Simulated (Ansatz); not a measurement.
C2H7ClO2Zr (`C[O][Zr]([CH3])([OH])[Cl]`), charge 0, multiplicity 1.

(1) Give a relaxed structure at PBE0-D4/def2-TZVP (Ansatz). (Best estimate.)

Results:

(1) Ansatz gave: 
Cartesian coordinates in Å:
```
C 1.7911 1.5821 0.7535
O 0.6731 0.7868 0.5207
Zr -0.8286 -0.3657 0.4004
C -1.0519 -0.7595 -1.7698
O -0.5328 -2.0736 1.2080
Cl -2.8168 0.7042 1.1477
H 2.2677 1.8472 -0.1952
H 2.5202 1.0504 1.3731
H 1.5015 2.5040 1.2671
H -1.9052 -1.4221 -1.9556
H -1.2245 0.1743 -2.3169
H -0.1600 -1.2361 -2.1908
H -0.2338 -2.7921 1.7578
```
This is one stationary point; other conformers may exist.
